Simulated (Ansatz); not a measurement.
Cyclic bis(sulfonyl)imide (C3S2NO4F6⁻): single points at one geometry.

```yaml
crystal:
  periodic: [false, false, false]
  atoms:
    - {symbol: O, position_ang: [2.452705, -1.892606, 0.372340]}
    - {symbol: S, position_ang: [1.385299, -1.209788, -0.359803]}
    - {symbol: O, position_ang: [1.543032, -0.947795, -1.793823]}
    - {symbol: N, position_ang: [-0.032205, -1.826891, 0.117423]}
    - {symbol: S, position_ang: [-1.409490, -1.163943, -0.413103]}
    - {symbol: O, position_ang: [-2.525852, -1.810938, 0.277372]}
    - {symbol: O, position_ang: [-1.503757, -0.897783, -1.851925]}
    - {symbol: C, position_ang: [-1.299477, 0.548130, 0.358314]}
    - {symbol: F, position_ang: [-2.317710, 1.312561, -0.093161]}
    - {symbol: F, position_ang: [-1.416213, 0.435546, 1.696741]}
    - {symbol: C, position_ang: [0.020128, 1.281311, 0.045577]}
    - {symbol: F, position_ang: [0.050130, 1.592275, -1.261683]}
    - {symbol: F, position_ang: [0.025796, 2.448527, 0.752260]}
    - {symbol: C, position_ang: [1.302149, 0.505493, 0.407873]}
    - {symbol: F, position_ang: [2.361318, 1.235849, -0.004099]}
    - {symbol: F, position_ang: [1.364137, 0.390051, 1.749707]}
basis:
  gaussian: {orbitals: def2-SVP, initial_orbitals: start.molden}
total_charge: -1
hamiltonian: {xc: r2scan, dispersion: d4}
scf: {omitted_lower_state_checks: [starts]}
output: {forces: true, orbitals: {seedname: orbitals}}
```

The file start.molden holds the orbitals of an earlier run on this structure, at another level or in another basis.

```sh
$ ansatz run in.yaml --threads 6 --pin off --events-out ev --progress --plain --max-ram 7833MiB
```

It prints (some lines left out):

```
Functional definition: r2SCAN
2516 factors; their error is unknown
mean field evaluation 1: about -50715.1948 eV, gradient 7.1e0 eV
mean field evaluation 2: about -50715.3001 eV, gradient 1.2e-1 eV
mean field evaluation 4: about -50715.1427 eV, gradient 3.2e-4 eV
mean field -50715.14273247 eV, -1863.7471194598 hartree, gradient 1.3e-5 eV, S^2 0.000000; 0 other end points of the search recorded, 0 dependent functions left out
reference -50715.14273725 eV, -1863.7471196356 hartree; 72, 72 occupied and 160, 160 virtual orbitals, 2516 factors
Total energy: -50715.35958964 eV, -1863.7550888140 hartree
Atom 0 at     2.452705    -1.892606     0.372340 Å, force    -0.000587    -0.000450    -0.001118 eV/Å
Atom 1 at     1.385299    -1.209788    -0.359803 Å, force    -0.001776     0.005070     0.005372 eV/Å
Atom 2 at     1.543032    -0.947795    -1.793823 Å, force     0.000915    -0.001905    -0.003886 eV/Å
Atom 3 at    -0.032205    -1.826891     0.117423 Å, force    -0.000009    -0.001842    -0.000789 eV/Å
Atom 4 at    -1.409490    -1.163943    -0.413103 Å, force     0.001731     0.005122     0.005336 eV/Å
Atom 5 at    -2.525852    -1.810938     0.277372 Å, force     0.000529    -0.000664    -0.001057 eV/Å
Atom 6 at    -1.503757    -0.897783    -1.851925 Å, force    -0.000843    -0.001907    -0.003870 eV/Å
Atom 7 at    -1.299477     0.548130     0.358314 Å, force     0.000523     0.000578     0.000633 eV/Å
Atom 8 at    -2.317710     1.312561    -0.093161 Å, force     0.000534    -0.000569    -0.000814 eV/Å
Atom 9 at    -1.416213     0.435546     1.696741 Å, force     0.000812    -0.000230    -0.001122 eV/Å
Atom 10 at     0.020128     1.281311     0.045577 Å, force    -0.000143    -0.006080     0.004854 eV/Å
Atom 11 at     0.050130     1.592275    -1.261683 Å, force     0.000052     0.002224    -0.001370 eV/Å
Atom 12 at     0.025796     2.448527     0.752260 Å, force     0.000036     0.000922    -0.000789 eV/Å
Atom 13 at     1.302149     0.505493     0.407873 Å, force    -0.000461     0.000514     0.000638 eV/Å
Atom 14 at     2.361318     1.235849    -0.004099 Å, force    -0.000480    -0.000502    -0.000841 eV/Å
Atom 15 at     1.364137     0.390051     1.749707 Å, force    -0.000833    -0.000281    -0.001177 eV/Å
Dipole moment:     0.009137     0.970908     0.355807 e Å
Checks for a lower state left out: starts
```

It took 3.7 s on 6 threads of Intel Xeon 6975P-C on a shared host.

Geometry: r2SCAN-D4/def2-SVP.
